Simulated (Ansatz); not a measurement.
CH$_{7}$ClOSi$_{2}$ (`OC([SiH3])[SiH2]Cl`) at its PBE0-D4/def2-TZVP geometry, where that method's forces vanish. Charge 0, multiplicity 1.

```tsv
atom	x (Å)	y (Å)	z (Å)
O1	-1.492	0.752	0.540
C2	-0.526	0.077	-0.262
Si3	0.757	1.354	-0.809
Si4	0.250	-1.362	0.662
Cl5	-1.324	-2.445	1.456
H6	-2.091	0.096	0.915
H7	-0.979	-0.326	-1.184
H8	0.105	2.432	-1.592
H9	1.440	1.934	0.375
H10	1.759	0.655	-1.660
H11	1.018	-2.251	-0.243
H12	1.083	-0.915	1.801
```

Problem. For each bond, give half the difference of the two atoms' forces along it (eV/Å; positive pushes the atoms apart) under PBE-D4, r2SCAN-D4, B3LYP-D4, ωB97M-V in def2-TZVPP. (Estimate.)

Solution. Ansatz gave: 
| bond | length (Å) | PBE-D4 | r2SCAN-D4 | B3LYP-D4 | ωB97M-V |
| --- | --- | --- | --- | --- | --- |
| O1–C2 | 1.426 | 0.30 | 0.37 | 0.37 | 0.35 |
| O1–H6 | 0.964 | 0.41 | 0.00 | -0.07 | -0.12 |
| C2–Si3 | 1.891 | -0.02 | -0.03 | 0.03 | 0.00 |
| C2–Si4 | 1.878 | -0.03 | -0.05 | 0.02 | -0.04 |
| C2–H7 | 1.103 | 0.08 | -0.04 | -0.13 | -0.13 |
| Si3–H8 | 1.484 | 0.09 | -0.02 | -0.10 | -0.13 |
| Si3–H9 | 1.484 | 0.07 | -0.02 | -0.07 | -0.10 |
| Si3–H10 | 1.489 | 0.05 | -0.03 | -0.07 | -0.08 |
| Si4–Cl5 | 2.069 | 0.19 | 0.05 | 0.20 | 0.09 |
| Si4–H11 | 1.482 | 0.05 | -0.03 | -0.13 | -0.13 |
| Si4–H12 | 1.481 | 0.06 | -0.03 | -0.12 | -0.13 |

B3LYP here is the variant with VWN-RPA as its local correlation; programs differ in this.
